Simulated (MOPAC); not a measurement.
MOPAC input (PM6):

```
PM6 PRECISE GNORM=0.05 LET XYZ GEO-OK AUX(PRECISION=9) THREADS=1
H2Ge

Ge   -0.00295088 1   -0.00102521 1    0.06606827 1
H     0.03968345 1   -1.12074649 1   -1.07507425 1
H     0.05474478 1    1.15355319 1   -1.03911028 1
```

Output:

```
 *******************************************************************************
 **                                                                           **
 **                              MOPAC v23.2.5                                **
 **                                                                           **
 *******************************************************************************
 ** MOPAC's Digital Object Identifier: https://doi.org/10.5281/zenodo.6511958 **
 **                                                                           **
 ** Please cite the open-source release paper for use of this MOPAC version:  **
 ** J. E. Moussa and J. J. P. Stewart (2026)                                  **
 ** MOPAC: An open-source semiempirical molecular orbital program             **
 ** J. Open Source Softw., 11(119), 8025, https://doi.org/10.21105/joss.08025 **
 *******************************************************************************

                              PM6 CALCULATION RESULTS

 *******************************************************************************
 *  PM6        - The PM6 Hamiltonian to be used
 *  GEO-OK     - OVERRIDE INTERATOMIC DISTANCE AND OTHER SAFETY CHECKS
 *  LET        - OVERRIDE SOME SAFETY CHECKS
 *  PRECISE    - TIGHTER CRITERIA TO BE USED
 *  XYZ        - CARTESIAN COORDINATE SYSTEM TO BE USED
 *  GNORM      - EXIT WHEN GRADIENT NORM DROPS BELOW 0.050
 *  AUX        - OUTPUT AUXILIARY INFORMATION
 *******************************************************************************
PM6 PRECISE GNORM=0.05 LET XYZ GEO-OK AUX(PRECISION=9) THREADS=1
 H2Ge

   ATOM   CHEMICAL          X               Y               Z
  NUMBER   SYMBOL      (ANGSTROMS)     (ANGSTROMS)     (ANGSTROMS)

     1      Ge         -0.00295088  *  -0.00102521  *   0.06606827  *
     2       H          0.03968345  *  -1.12074649  *  -1.07507425  *
     3       H          0.05474478  *   1.15355319  *  -1.03911028  *

          CARTESIAN COORDINATES

    NO.       ATOM           X           Y           Z

     1        Ge         -0.0030     -0.0010      0.0661
     2         H          0.0397     -1.1207     -1.0751
     3         H          0.0547      1.1536     -1.0391

 General Reference for PM6:
 "Optimization of Parameters for Semiempirical Methods V: Modification of NDDO Approximations
 and Application to 70 Elements", J. J. P. Stewart, J. Mol. Mod., 13, 1173-1213 (2007)
 URL: https://link.springer.com/article/10.1007/s00894-007-0233-4

           Empirical Formula: H2 Ge  =     3 atoms

      MOLECULAR POINT GROUP   :   C2v

      RHF CALCULATION, NO. OF DOUBLY OCCUPIED LEVELS = 3

          Geometry optimization using EF

          DIAGONAL MATRIX USED AS START HESSIAN

 CYCLE:     1  GRAD.:    50.323 HEAT:  73.36423
 CYCLE:     2  GRAD.:    58.509 HEAT:  73.19711
 CYCLE:     3  GRAD.:     9.649 HEAT:  70.58243
 CYCLE:     4  GRAD.:     6.467 HEAT:  70.22815
 CYCLE:     5  GRAD.:     2.250 HEAT:  70.10604
 CYCLE:     6  GRAD.:     0.426 HEAT:  70.10243
 CYCLE:     7  GRAD.:     0.216 HEAT:  70.10233
 CYCLE:     8  GRAD.:     0.001 HEAT:  70.10230

     GRADIENT =  0.00078 IS LESS THAN CUTOFF =  0.05000

 -------------------------------------------------------------------------------
 PM6 PRECISE GNORM=0.05 LET XYZ GEO-OK AUX(PRECISION=9) THREADS=1
 H2Ge

     GEOMETRY OPTIMISED USING EIGENVECTOR FOLLOWING (EF).
     SCF FIELD WAS ACHIEVED

                              PM6 CALCULATION
                                                       MOPAC v23.2.5 Linux

          FINAL HEAT OF FORMATION =         70.10230 KCAL/MOL =     293.30802 KJ/MOL

          COSMO AREA              =         78.24 SQUARE ANGSTROMS
          COSMO VOLUME            =         64.20 CUBIC ANGSTROMS

          GRADIENT NORM           =          0.00078          =       0.00045 PER ATOM
          IONIZATION POTENTIAL    =          8.014821 EV
          HOMO LUMO ENERGIES (EV) =         -8.015 -2.107
          NO. OF FILLED LEVELS    =          3
          MOLECULAR WEIGHT        =         74.6058         POINT GROUP:  C2v

          MOLECULAR DIMENSIONS (Angstroms)

            Atom       Atom       Distance
            H     3    H     2     2.45115
           Ge     1    H     3     0.92127
            H     3    H     2     0.00000

          SCF CALCULATIONS        =          9

   ATOM   CHEMICAL          X               Y               Z
  NUMBER   SYMBOL      (ANGSTROMS)     (ANGSTROMS)     (ANGSTROMS)

     1      Ge         -0.00122231  *  -0.00042466  *   0.02736675  *
     2       H          0.03176428  *  -1.21154031  *  -0.91224907  *
     3       H          0.04799440  *   1.23925042  *  -0.87349419  *

                             CARTESIAN COORDINATES

   1   Ge       -0.001222310    -0.000424659     0.027366748
   2    H        0.031764280    -1.211540310    -0.912249071
   3    H        0.047994404     1.239250423    -0.873494192

           Empirical Formula: H2 Ge  =     3 atoms

      MOLECULAR POINT GROUP   :   C2v

                  EIGENVALUES
 -16.99322 -11.49244  -8.01482  -2.10665   2.76805   3.37276

              NET ATOMIC CHARGES AND DIPOLE CONTRIBUTIONS

  ATOM NO.   TYPE          CHARGE      No. of ELECS.   s-Pop       p-Pop
    1         Ge          -0.030695        4.0307     1.62891     2.40178
    2          H           0.015347        0.9847     0.98465
    3          H           0.015347        0.9847     0.98465
 DIPOLE           X         Y         Z       TOTAL
 POINT-CHG.     0.006     0.002    -0.136     0.136
 HYBRID         0.106     0.037    -2.384     2.386
 SUM            0.113     0.039    -2.519     2.522

          ATOMIC ORBITAL ELECTRON POPULATIONS

     Atom    s        px        py        pz
    1 Ge   1.62891   0.00289   0.96989   1.42899
    2  H   0.98465
    3  H   0.98465

 **********************
 *                    *
 * JOB ENDED NORMALLY *
 *                    *
 **********************

 == MOPAC DONE ==
```
